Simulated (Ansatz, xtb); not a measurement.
Relative energy of two structures of BFNO−

We compare I, a singlet given by its coordinates, with II, a triplet given by its coordinates. Both are isolated ions in the gas phase, relaxed with r2SCAN-D4/def2-SVPD.

I (Å):

```xyz
4

B    -1.8364    2.1009    0.0445
F    -2.5076    2.8586   -0.8909
N    -0.6301    1.4883    0.2325
O    -2.2321    1.6657    1.2510
```

Close contacts (Å): B1–F2 1.38, B1–N3 1.37, B1–O4 1.34.

II (Å):

```tsv
atom	x (Å)	y (Å)	z (Å)
B	-1.8531	2.0222	0.2157
F	-2.3857	2.7900	-0.8572
N	-0.4740	1.5511	-0.0257
O	-2.4935	1.7503	1.3044
```

Close contacts (Å): B1–F2 1.42, B1–N3 1.48, B1–O4 1.29.

Question: Which of the two would you expect CCSD(T)/def2-TZVPPD electronic energies to favour?

Answer: Structure II; the calculation gives E(II) − E(I) = −0.436 eV.

The same difference at several levels:

| level | geometry | E(II) − E(I) (eV) | departure from the last row (eV) | job, with rough time for the two |
| --- | --- | --- | --- | --- |
| r2SCAN-D4/def2-SVPD | r2SCAN-D4/def2-SVPD | −0.741 | −0.305 | optimisation, 2.4 min |
| HF/def2-TZVPPD | r2SCAN-D4/def2-SVPD | −2.238 | −1.802 | part of the CCSD(T) run |
| MP2/def2-TZVPPD | r2SCAN-D4/def2-SVPD | −0.434 | +0.001 | part of the CCSD(T) run |
| CCSD(T)/def2-TZVPPD | r2SCAN-D4/def2-SVPD | −0.436 |  | single point, 4.6 min |

None of the levels shown reverses the order. The largest departure from CCSD(T)/def2-TZVPPD is that of HF/def2-TZVPPD, 1.802 eV. Levels run at GFN2-xTB geometries aren't shown.

With harmonic frequencies from r2SCAN-D4/def2-SVPD (ideal gas, rigid rotor, one conformer each, 298.15 K, 1 atm): on the last row, ΔE + ΔZPE = −0.454, ΔH = −0.454, ΔG = −0.486 eV.

The T1 diagnostic of structure I is large, so the coupled-cluster value is less sure. Open shells are spin-unrestricted. The closed-shell singlet above a triplet ground state is poorly described by one determinant. The correlated steps freeze 4 core orbitals. ΔG holds the spin degeneracy. Programs: Ansatz 0.2.0; the last row on 1 thread of AMD EPYC (Zen 3) on a shared host.
